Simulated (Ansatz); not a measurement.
Sn₁₉H₂₉. The state is a doublet with charge 0. Geometry PBE-D4/def2-SVP.

```csv
atom,x (Å),y (Å),z (Å)
Sn1,-3.0864,1.0343,2.1662
Sn2,-0.6796,-3.1040,2.5178
Sn3,-2.8721,0.7594,-2.5362
Sn4,-0.4699,-3.3750,-2.1947
Sn5,-3.9637,4.6520,-0.4514
Sn6,-0.2018,4.5275,2.1304
Sn7,0.0171,4.2484,-2.6443
Sn8,1.2931,1.1785,-0.0055
Sn9,3.6042,-1.9195,2.6529
Sn10,3.8156,-2.1876,-2.0782
Sn11,2.5084,-5.8013,0.4453
Sn12,-4.1966,1.8437,-0.2958
Sn13,-0.7555,-1.6750,0.0635
Sn14,-0.3467,1.7042,2.2451
Sn15,1.9172,-4.1716,2.6671
Sn16,-0.1330,1.4302,-2.4415
Sn17,2.1259,-4.4360,-1.9903
Sn18,-1.2341,5.3579,-0.3661
Sn19,3.5287,-0.5443,0.1938
H20,-3.3675,-0.6371,2.5397
H21,-3.8395,1.9705,3.4299
H22,-1.9197,-4.3222,2.6038
H23,-0.9276,-1.9964,3.8322
H24,-3.1301,-0.9444,-2.7417
H25,-3.5018,1.5366,-3.9645
H26,-1.7023,-4.6027,-2.2506
H27,-0.5969,-2.4289,-3.6453
H28,-4.8305,5.3806,0.8666
H29,-4.6960,5.2127,-1.9241
H30,-1.1272,5.3031,3.3833
H31,1.4477,5.0446,2.3004
H32,-0.7874,4.8678,-4.0575
H33,1.6782,4.7502,-2.7238
H34,3.1084,-0.8207,3.9050
H35,5.2487,-2.3705,2.9879
H36,3.4400,-1.2392,-3.4855
H37,5.4809,-2.6662,-2.2126
H38,1.5406,-7.2441,0.4839
H39,4.1706,-6.3008,0.5473
H40,-5.8746,1.3730,-0.3451
H41,-2.3429,-0.9099,-0.0507
H42,0.4005,1.0744,3.6880
H43,2.1543,-5.0862,4.1311
H44,0.7395,0.6405,-3.7269
H45,2.4898,-5.5079,-3.3149
H46,-1.1185,7.0955,-0.4632
H47,4.8952,0.5455,0.1923
H48,2.0972,2.7605,-0.0628
```

In the def2 sets Sn takes a core potential; there is no spin–orbit coupling. Single mean-field runs in def2-SVP, def2-mTZVP are fitted with def2-universal-jkfit. Another isomer (doublet) lies 0.24 eV lower at PBE0-D4/def2-SVP; other spin states weren't run for this one.

(1) Estimate the α-spin orbital energies around the gap (eV) in Ansatz with PBE-D4/def2-SVP, r2SCAN-D4/def2-SVP, r2SCAN-D4/def2-mTZVP, PBE0-D4/def2-SVP.

Results:

(1) 
| orbital | PBE-D4/def2-SVP | r2SCAN-D4/def2-SVP | r2SCAN-D4/def2-mTZVP | PBE0-D4/def2-SVP |
| --- | --- | --- | --- | --- |
| HOMO−5 | -6.22 | -6.49 | -6.56 | -7.15 |
| HOMO−4 | -6.12 | -6.37 | -6.44 | -6.99 |
| HOMO−3 | -6.04 | -6.29 | -6.36 | -6.91 |
| HOMO−2 | -6.00 | -6.24 | -6.30 | -6.86 |
| HOMO−1 | -5.86 | -6.09 | -6.15 | -6.69 |
| HOMO | -4.93 | -5.26 | -5.32 | -5.80 |
| LUMO | -2.83 | -2.72 | -2.80 | -2.18 |
| LUMO+1 | -2.52 | -2.38 | -2.47 | -1.82 |
| LUMO+2 | -2.44 | -2.33 | -2.41 | -1.79 |
| LUMO+3 | -2.36 | -2.20 | -2.31 | -1.60 |
| LUMO+4 | -2.21 | -2.07 | -2.15 | -1.54 |
| LUMO+5 | -2.16 | -2.03 | -2.12 | -1.52 |
| β HOMO | -5.82 | -6.05 | -6.11 | -6.63 |
| β LUMO | -4.36 | -4.25 | -4.32 | -3.80 |
